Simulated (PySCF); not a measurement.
C3H14Si3, SMILES [SiH3]CC([SiH3])C[SiH3].

Geometry: B3LYP-D3(BJ)/def2-SVP. Other conformers were not sampled.

The numbers are results of PBE0/def2-TZVP in PySCF, not measurements.

Estimate the frontier levels, gap, dipole moment. (An estimate is asked for; the answer gives what the named calculation found.)


- highest occupied level: -7.83 eV
- lowest empty level: 0.17 eV
- orbital gap: 8.00 eV
- dipole moment: 0.58 D
- quadrupole, principal values (traceless, Buckingham form, about the centre of nuclear charge): -4.47, 0.61, 3.87 D·Å
